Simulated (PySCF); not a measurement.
HfI2, SMILES [I][Hf][I], multiplicity 1.

The structure is a stationary point at B3LYP-D3(BJ)/def2-SVP. The multiplicity is an assumed one; other spin states were not compared. The def2 effective core potentials stand for the cores of Hf, I; spin–orbit coupling is left out.

Two levels are set side by side: PBE/def2-TZVPD (PySCF) and CAM-B3LYP/def2-TZVPD (PySCF). Same geometry, gas phase. Differences are taken from unrounded values.

```
quantity                     CAM-B3LYP
---------------------------  ---------
orbital gap (eV)                  5.37
highest occupied level (eV)      -7.22
lowest empty level (eV)          -1.85
mean polarisability (bohr³)      131.0
```

Task: What does PBE give, and how far is it from CAM-B3LYP? (Estimate from the structure and the level; the computed values follow.)

Result: 
| quantity | PBE | PBE minus CAM-B3LYP |
|---|---|---|
| orbital gap (eV) | 0.90 | -4.47 |
| highest occupied level (eV) | -5.01 | 2.21 |
| lowest empty level (eV) | -4.11 | -2.26 |
| mean polarisability (bohr³) | 144.5 | 13.5 |

PBE's occupied levels lie high since its potential decays too fast outside the molecule; exact exchange lowers them and widens the gap. Loosely held outer electrons make PBE densities more polarisable. Differences between two approximate levels are no errors against the true value.

Rough cost on one machine, each run with all the roots and properties that it gave: CAM-B3LYP against PBE within a factor of 2.
